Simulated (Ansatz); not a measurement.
Born–Oppenheimer molecular dynamics of GaH₃N (5 atoms, charge 0, multiplicity 2). It starts at the highest image of a converged band, a first-order saddle point between two minima.

All numbers below come from UKS B3LYP/def2-SVPD (Ansatz 0.2.0).

| Property | Result |
| --- | --- |
| ensemble | NVE (velocity Verlet) |
| time step | 0.5 fs |
| steps asked | 200 |
| starting velocities drawn for | 300 K |
| seed | 3218 |

First frame:

```xyz
5
Properties=species:S:1:pos:R:3
N -0.242 -0.391 0.070
Ga 0.672 1.249 1.091
H -1.162 -0.365 -0.369
H 0.226 -1.262 -0.180
H 0.556 0.696 -0.653
```

What does the run give?

The run went to its last step.

```
steps done                                               : 200
time covered                                             : 100 fs
mean temperature over the second half                    : 2175 K
spread of the potential energy over the second half      : 14.1 meV per atom
mean potential energy of the second half above the start : -145.7 meV per atom
```

The conserved energy stayed within 1.4 meV per atom of its start (net change -0.59 meV per atom), so the integration is sound. The system heated up, since it started high on the potential surface and ran downhill. A run of 0.1 ps of so small a system gives no equilibrium averages.

What happens to the structure?

The step under study would form N1–H5 and break Ga2–H5. These pairs go: N1–H5 1.53 → 1.07 Å, Ga2–H5 1.83 → 3.84 Å. In the last frame they stand as after the step (other bonds may differ from the relaxed reactants and products). Also parted: N1–Ga2 2.14 → 4.17 Å. It ends as Ga + H3N. Pairs count as bonded within 1.25 times the sum of covalent radii (0.12 Å more for H–H). Another seed would give other details.

How do temperature and energy run in time?


```tsv
time (fs)	T (K)	potential energy less start (eV)	conserved less start (meV/atom)
0.0	300	0.000	0.00
8.0	168	0.051	0.08
16.0	1426	-0.440	-0.62
24.0	2425	-0.824	-0.02
32.0	2425	-0.824	0.10
40.0	2814	-0.978	-0.61
48.0	1939	-0.634	0.23
56.0	2248	-0.760	-0.85
64.0	2220	-0.745	-0.17
72.0	2122	-0.708	-0.19
80.0	2013	-0.665	-0.20
88.0	2139	-0.714	-0.11
96.0	2634	-0.909	-0.71
```

Run time: 17 min on 2 threads of Arm Neoverse V1, with other jobs on the host, peak memory 0.22 GiB.
